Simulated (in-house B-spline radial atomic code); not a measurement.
RPA and G0W0 for Sr II (Sr+), [Kr] 5s1, highest spin, as one setting changes: the radius of a hard wall (bohr). Start: PBE0. A dash marks a level of low quasi-particle weight. Computed with an all-electron radial atomic-structure program (B-spline basis): all electrons, scalar-relativistic (spin-free one-electron X2C), finite nucleus, each spin shell either full or empty, empty states to l = 9 with an (l + 1/2)⁻⁴ tail; G0W0 by contour deformation at full frequency.

RPA overbinds a lone outer s electron by self-correlation, and G0W0 tends to as well.

```csv
radius of a hard wall (bohr),mean-field level (eV),G0W0 level (eV),RPA correlation (Eh)
5,-5.193,5s up -8.222,-2.6886
6,?,?,?
8,?,?,?
12,-9.230,5s up -11.462,-2.6662
```

(1) What belongs in the row for 8?

(2) What belongs in the row for 6?

## Answers

(1) mean-field level (eV): -9.030; G0W0 level (eV): 5s up -11.408; RPA correlation (Eh): -2.6686.

(2) mean-field level (eV): -7.742; G0W0 level (eV): 5s up -10.446; RPA correlation (Eh): -2.6767.
